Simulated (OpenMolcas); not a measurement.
## Tc5+: ligand-field states by method

Tc5+ with 4 ligands (fluoride) in tetrahedral coordination (Td) at 1.74 Å. Ligand basis ANO-RCC-VDZP.
```
Tc    0.0000    0.0000    0.0000
F     1.0046    1.0046    1.0046
F     1.0046   -1.0046   -1.0046
F    -1.0046    1.0046   -1.0046
F    -1.0046   -1.0046    1.0046
```

| Item | Value |
| --- | --- |
| Program | OpenMolcas |
| Basis | ANO-RCC-VDZP [6s5p3d1f] |
| Scalar Hamiltonian | DKH2, point nucleus |
| Active space | 2 electrons in 5 orbitals (4d) |
| State averaging | 2S+1 = 3 even, 10 roots; 2S+1 = 1 even, 15 roots |
| Spin-orbit coupling | state interaction with AMFI integrals over the reference wave functions |

I. CASSCF
II. SS-CASPT2, IPEA 0.25 Eh, imaginary shift 0.1 Eh (closed shells correlated: 4s 4p and the ligand valence shells)

Spin-free states (labels of Td) in cm-1, each column counted from its own energy of the first state listed:

```tsv
State	Degeneracy	I	II
3A2	1	0	0
1E	2	10187	7100
1A1	1	18478	14210
3T2	3	19768	18030
3T1	3	25678	22680
2S+1 = 1	3	30628	23900
2S+1 = 1	3	31674	26450
3T1	3	42458	39530
1E	2	47855	42560
1T2	3	52351	44490
1A1	1	65855	52520
```

From I to II, I's first state of the same spin (3T2) moves from 19768 to 18030 cm-1, by about -1700 cm-1.

From I to II, I's first state of another spin (1E) moves from 10187 to 7100 cm-1, by about -3100 cm-1.

I: A least-squares ligand-field fit to the states below 45000 cm-1, each weighted by its degeneracy and with a free common offset, gives 10Dq = -20167 cm-1 (negative for this site), B = 495 cm-1 and C = 3136 cm-1 (C/B = 6.33), with an rms deviation of 355 cm-1. The same method and metal basis give the free ion B = 936 cm-1 (fit to its terms below 60000 cm-1, rms deviation 14 cm-1), so the nephelauxetic ratio is β = 495 / 936 = 0.53; it hangs on how both fits weigh the states, and computed free-ion B values tend to be too large, so β mixes covalency with correlation.

χT at 300 K: I 0.90, II 0.89 cm3 K/mol.

Roots that are degenerate in the reference are averaged as groups; the widest CASPT2 spread within a group is 760 cm-1 (the 3-fold group of multiplicity 3 near 18000 cm-1 above the lowest state of its run, II). Shifts and gaps below about the spread of the groups concerned are not significant. Over all roots computed the reference weight is 0.70 to 0.73 in II; a low but even weight reflects the number of correlated electrons. The least metal-like active orbital is 67 % on the metal (Löwdin) and no ligand orbital is active, so the numbers are rough. Ligand-to-metal charge-transfer states are missing. With no ligand orbital active B as a rule stays too high, so bands that hang on it stand too high and its fall with covalency is understated. Without dynamic correlation the repulsion within the d shell is too large (B by tens of per cent), so at a given field states of lower spin stand too high (holds for I). With metal d orbitals alone the field can be off either way by tens of per cent (holds for I). These CASPT2 states fit no ligand-field parameters well, so their order and spin gaps are uncertain (holds for II). With one d shell and no ligand orbital active, 10Dq can be off by a tenth or more (holds for II). The distance lies 2 % under the 1.78 Å that this model takes as the normal distance (a Shannon-type radius plus a fixed donor radius); by an R⁻⁵ law this alone changes a d-shell field by about +12 %. No measured value stands beside these numbers; the geometry was imposed, not optimised, and the real ion may take another.
